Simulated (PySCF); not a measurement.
[CuH4O2]+: core ionisation energies

Compound: [Cu(H2O)2]+ (charge +1 and singlet state).
Geometry (PBE0-D3(BJ)/def2-SVP, Å), atoms numbered from 1 in this order:
```
atom  x, y, z in Å
Cu1   -0.0026    0.0012    0.0000
O2     0.0706    0.1387    1.9030
H3    -0.5625    0.6148    2.4565
H4     0.8399   -0.0672    2.4504
O5    -0.0736   -0.1363   -1.9033
H6    -0.8551    0.0257   -2.4481
H7     0.5833   -0.5769   -2.4585
```

Computed with PySCF, delta-SCF UKS SCAN, pcX-2 on the ionised atom (unc-x2c-TZVPall on a metal), pcseg-1 elsewhere, spin-free X2C. These are vertical core ionisation energies against the vacuum level, from separate self-consistent calculations with and without the core hole.

**Question.** What binding energy does each computed site have?

**Answer.** 
| atom(s) | bonded to | level | binding energy (eV) | 2p1/2 (eV) | count |
| --- | --- | --- | --- | --- | --- |
| Cu1 | 2 O | Cu 2p3/2 | 944.01 | 964.67 | 1 |
| O2/O5 | 2 H and Cu | O 1s | 546.44 | – | 2 |

**Question.** Which photon energy gives electrons from Cu 2p3/2 of Cu1 a kinetic energy of 20 eV, and what is their de Broglie wavelength?

**Answer.** hν = 944.01 + 20 = 964.01 eV, recoil neglected; λ = 12.264 Å/√(E/eV) = 2.74 Å.

Atoms equivalent by their bonding share one computed value, that of the first of them. 2p3/2 and 2p1/2 are the ΔSCF energy of one spin-free 2p hole plus the eigenvalues of a spin–orbit and ligand-field matrix of the shell. 2p1/2 minus 2p3/2 (ligand field included): Cu 20.66 eV. Satellites of the metal's 2p lines aren't described. The species carries charge +1, so core ionisation leaves charge +2. Geometry: PBE0-D3(BJ)/def2-SVP; no solvent, vibrations or thermal averaging. Metal 2p energies of this one-determinant scheme are less reliable than its 1s energies.
